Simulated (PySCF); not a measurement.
Coordinates in bohr (charge 0 multiplicity 5):
```
Mo    0.0000    0.0000   -0.7278
Cl    3.9509    0.0000    0.9901
Cl   -3.9509    0.0000    0.9901
```

Computed with PySCF, UPBE, basis Mo def2-SVP with ECP28, Cl def2-SVP (scalar-relativistic core potentials, no spin–orbit coupling, density fitting).

This geometry of MoCl₂ is a stationary point at this level.

Task: What is the point group?

Result: C2v.

Task: Is it a minimum?

Result: Yes: all harmonic wavenumbers are real.

Task: What are the dipole moment and the gap between the highest occupied and lowest empty levels of either spin?

Result: 1.79 D and 0.63 eV.

Task: Give the ideal-gas entropy at 298.15 K and 1 bar by parts.

Result: translation 172.7, rotation 105.4, vibration 26.4, spin 13.4; total 317.9 J/(mol K).

This need not be the most stable arrangement of these atoms. Open d and f shells are described by one determinant, and the ground state may have another occupation or spin.
